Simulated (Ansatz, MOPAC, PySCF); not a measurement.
Torsion C4–O3–C2–C1 in C3H8O (SMILES CCOC); at each angle all else is relaxed with GFN2-xTB, and the levels are single points there.
Geometry at 180° (charge 0, multiplicity 1):
```xyz
12

C      1.46943    -1.46890    -1.29777
C      0.54976    -0.83780    -0.26548
O     -0.63107    -0.41336    -0.90961
C     -1.54964     0.18581    -0.03772
H      2.38670    -1.80560    -0.82276
H      0.97398    -2.31612    -1.76343
H      1.70989    -0.74333    -2.06969
H      0.30345    -1.56609     0.52466
H      1.04455     0.02305     0.21350
H     -1.12567     1.08078     0.43670
H     -1.86494    -0.51000     0.75111
H     -2.41243     0.46820    -0.63750
```
Energies count from the point at 180°.

Cores are frozen in the correlated methods. Rows in 6-31G* carry no dispersion term and start afresh at each structure (6-31G* with six Cartesian d functions). The state that PM6 reach isn't checked.

Programs: Ansatz (a program for electronic structure); MOPAC for PM6 (differences of heats of formation); PySCF for 6-31G* rows, the dispersion terms. Each number belongs to the level named beside it.

Energies in kcal/mol.

```
dihedral (°)    PM6  BP86/6-31G*  r2SCAN-D4/def2-TZVPP  wB97M-V/def2-TZVPP  SCS-MP2/cc-pVDZ
------------  -----  -----------  --------------------  ------------------  ---------------
0              0.37         6.44                  6.37                6.11             6.81
20            -0.08         5.36                  5.24                5.04             5.66
40            -1.10         3.25                  3.08                2.98             3.39
60            -1.85         1.65                  1.60                1.54             1.76
80            -1.84         1.35                  1.50                1.40             1.49
100           -1.12         2.09                  2.24                2.09             2.11
120           -0.22         2.62                  2.75                2.58             2.65
140            0.18         1.90                  2.00                1.88             1.94
160            0.10         0.61                  0.65                0.61             0.63
180            0.00         0.00                  0.00                0.00             0.00
```
